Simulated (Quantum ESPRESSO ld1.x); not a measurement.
Question: The aim is the iridium ion Ir3+ in [Xe] 4f14 5d6. This ld1.x (Quantum ESPRESSO 7.5) run was made with `OMP_NUM_THREADS=1 ld1.x < ld1.in > ld1.out`. Can the result be used? Name any fault.

```
 &input
    zed=77.0,
    iswitch=1,
    rel=2,
    dft='PBE',
    config='[Xe] 4f14 5d6',
    relpert=.true.,
    prefix='ld1',
    max_out_wfc=37,
    file_charge='ld1.rho',
 /
```

Output (excerpt):

```
     Program LD1 v.7.5 starts

 %%%%%%%%%%%%%%%%%%%%%%%%%%%%%%%%%%%%%%%%%%%%%%%%%%%%%%%%%%%%%%%%%%%%%%%%%%%%%%
     Error in routine ld1_readin (1):
     perturbative SO-splitting for AE calculations with rel=0 only
 %%%%%%%%%%%%%%%%%%%%%%%%%%%%%%%%%%%%%%%%%%%%%%%%%%%%%%%%%%%%%%%%%%%%%%%%%%%%%%

     stopping ...
```

Answer: No (refused). The line at issue: rel=2 relpert=.true.. The program stops in ld1_readin with "perturbative SO-splitting for AE calculations with rel=0 only": the perturbative correction needs rel = 0. The sound input gives -17825.425 hartree.
